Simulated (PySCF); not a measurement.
**Highest orbital energy against ionisation energy along group 15**

Calculated with PySCF 2.14, no spin-orbit coupling. Each cell gives −ε(HOMO) / ΔSCF in eV; NIST values include spin-orbit coupling, (s) semi-empirical, (t) theoretical.

| species | UHF | LDA | PBE | PBE0 | r2SCAN | NIST (lowest levels) |
| --- | --- | --- | --- | --- | --- | --- |
| N²⁺ (x2c-QZVPPall, spin-free X2C) | 48.037 / 47.298 | 38.579 / 47.870 | 38.831 / 48.024 | 41.259 / 48.007 | 39.787 / 48.231 | 47.445 (s) |
| P²⁺ (x2c-QZVPPall, spin-free X2C) | 29.977 / 29.580 | 24.800 / 30.197 | 24.945 / 30.233 | 26.362 / 30.256 | 25.405 / 30.367 | 30.203 |
| As²⁺ (x2c-QZVPPall, spin-free X2C) | 27.828 / 27.491 | 23.231 / 28.259 | 23.207 / 28.089 | 24.537 / 28.120 | 23.678 / 28.325 | 28.349 ± 0.012 |
| Sb²⁺ (x2c-QZVPPall, spin-free X2C) | 24.448 / 24.149 | 20.607 / 24.958 | 20.510 / 24.726 | 21.670 / 24.760 | 20.882 / 24.873 | 25.323 |
| Bi²⁺ (x2c-QZVPPall, spin-free X2C) | 23.370 / 23.082 | 19.760 / 23.928 | 19.620 / 23.667 | 20.735 / 23.696 | 19.965 / 23.761 | 25.571 |

Task: How far is −ε(HOMO) from ΔSCF on average for each method, and why?

Result: UHF 0.41 eV; LDA -5.65 eV; PBE -5.53 eV; PBE0 -4.06 eV; r2SCAN -5.17 eV. Hartree-Fock orbital energies lack relaxation and so exceed the ΔSCF value; semilocal functionals have convex E(N) from self-interaction, so their HOMO lies far too high; exact exchange moves hybrids part of the way back.
